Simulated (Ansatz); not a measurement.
```yaml
crystal:
  periodic: [false, false, false]
  atoms:
    - {symbol: O, position_ang: [-0.477846, 1.450165, 1.236663]}
    - {symbol: Si, position_ang: [0.488053, 0.313499, 0.554374]}
    - {symbol: S, position_ang: [0.359604, -1.583876, 1.518681]}
    - {symbol: C, position_ang: [0.063247, 0.034673, -1.266994]}
    - {symbol: F, position_ang: [-1.119965, -0.697081, -1.382476]}
    - {symbol: H, position_ang: [-1.317027, 1.160423, 1.598052]}
    - {symbol: H, position_ang: [1.870301, 0.830568, 0.664307]}
    - {symbol: H, position_ang: [-0.562944, -2.025973, 0.644498]}
    - {symbol: H, position_ang: [-0.078517, 0.987074, -1.788589]}
    - {symbol: H, position_ang: [0.858194, -0.520773, -1.775518]}
basis:
  gaussian: {orbitals: pcseg-2}
magnetization: {spin_polarized: true, initial_magnetization: 2}
hamiltonian: {xc: {name: wB97X-V}}
```

```sh
$ ansatz run in.yaml --threads 4 --pin off --events-out ev --progress --plain --max-ram 10444MiB
```

It prints (some lines left out):

```
Functional definition: wB97X-V
1242 factors; their error is unknown
282 factors; integrals over basis functions are off by at most 1.5e-5 eV
mean field evaluation 1: about -24580.5784 eV, gradient 4.4e1 eV
mean field evaluation 2: about -24568.9233 eV, gradient 6.9e1 eV
mean field evaluation 4: about -24589.0351 eV, gradient 3.4e0 eV
mean field evaluation 8: about -24589.4223 eV, gradient 9.3e-1 eV
mean field evaluation 16: about -24589.8547 eV, gradient 2.3e-3 eV
mean field -24589.85471043 eV, -903.6604930062 hartree, gradient 2.2e-5 eV, S^2 2.005642; 4 other end points of the search recorded, 0 dependent functions left out
reference -24589.85471023 eV, -903.6604929987 hartree; 30, 28 occupied and 198, 200 virtual orbitals, 1242 factors
Total energy: -24589.85471023 eV, -903.6604929987 hartree
```

Run time 22 s (4 threads of an Arm Neoverse V2 on a shared host); peak host memory 1 GiB.
